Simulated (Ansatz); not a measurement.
Reaction (ligand exchange at the Si–Cl bond): `F[SiH](Cl)Cl` + NH₃ → `N[SiH](F)Cl` + HCl

Gas-phase electronic energies from Ansatz, PBE0-D4/def2-TZVP geometries. CCSD(T)/CBS is the MP2 limit (def2-TZVPP, def2-QZVPP) plus CCSD(T) − MP2 in def2-TZVPP, frozen cores. This one scheme is used for every species. DFT in def2-TZVPP. One conformer a species, not always the lowest.

Question: Is it downhill or uphill in electronic energy at CCSD(T)/CBS, and by how much? (An estimate is asked.)

Answer: Ansatz gave: Uphill: ΔE = +27.5 kJ/mol.

Question: What do these levels give: ωB97X-V, ωB97M-V, PBE, PBE0, CCSD(T)/def2-SVP, CCSD(T)/def2-TZVPP? (Estimate.)

Answer: Computed: ωB97X-V 26.7, ωB97M-V 27.2, PBE 32.0, PBE0 29.8, CCSD(T)/def2-SVP 23.1, CCSD(T)/def2-TZVPP 24.7 kJ/mol.

Largest T1 diagnostic among the species: 0.010.

Leaving LDA and LC-ωPBE aside and taking each functional with its dispersion term where it has one, the values, not all of them listed here, spread over 10.3 kJ/mol, from CAM-B3LYP-D4 to revPBE-D4. LDA lies −9.4 kJ/mol from PBE without D4. At CCSD(T), def2-SVP lies −4.4 kJ/mol from the extrapolated value and def2-TZVPP −2.8 kJ/mol.
